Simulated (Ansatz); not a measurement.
The same path of ClGaH5N (8 atoms, charge 0, multiplicity 1) was run twice with different band settings. Lost on the way: Ga1–H2, N5–H8. Made: H2–H8.

These are results of RHF/def2-SVP in Ansatz 0.2.0, not measurements.

Relaxed end points:

```xyz
8
Properties=species:S:1:pos:R:3
Ga -0.008 -0.007 0.163
H -0.112 0.882 1.457
Cl 1.969 0.127 -0.861
H -1.205 -0.315 -0.811
N 0.380 -1.971 0.997
H -0.256 -2.675 0.657
H 1.310 -2.226 0.699
H 0.360 -1.993 2.004
```

```xyz
8
Properties=species:S:1:pos:R:3
Ga 0.210 -0.697 -0.952
H -0.104 -0.262 3.673
Cl 2.047 0.227 -1.637
H -1.146 -0.271 -1.575
N 0.420 -1.932 0.347
H -0.327 -2.473 0.738
H 1.308 -2.214 0.712
H 0.029 -0.556 2.999
```

Common settings: movable images 9; climbing image yes; optimiser quadratic models (default); start path through a guess of the saddle point; force threshold 0.03 eV/Å; iteration limit 60; end points relaxed.

| run | spring |
| --- | --- |
| 1 | 5.0 eV/Å² |
| 2 | 0.1 eV/Å² |

(1) What does each run give, and how far can it be trusted?

## Answers

(1) Run 1: converged after 16 iterations, highest image 2.415 eV above the first end. Neighbouring images differ by up to 1.6 eV, so the band resolves the path poorly. A vibrational analysis at the climbing image gives one clearly imaginary mode, 1825i cm⁻¹: a first-order saddle point.
Run 2: converged after 16 iterations, highest image 2.415 eV above the first end. Another band between the same ends (9 images) ends at a top of the same energy, where a vibrational analysis finds 1 clearly imaginary mode.
The orbitals stay closed-shell, which can raise the energy where a bond breaks towards radicals; this wasn't checked here.
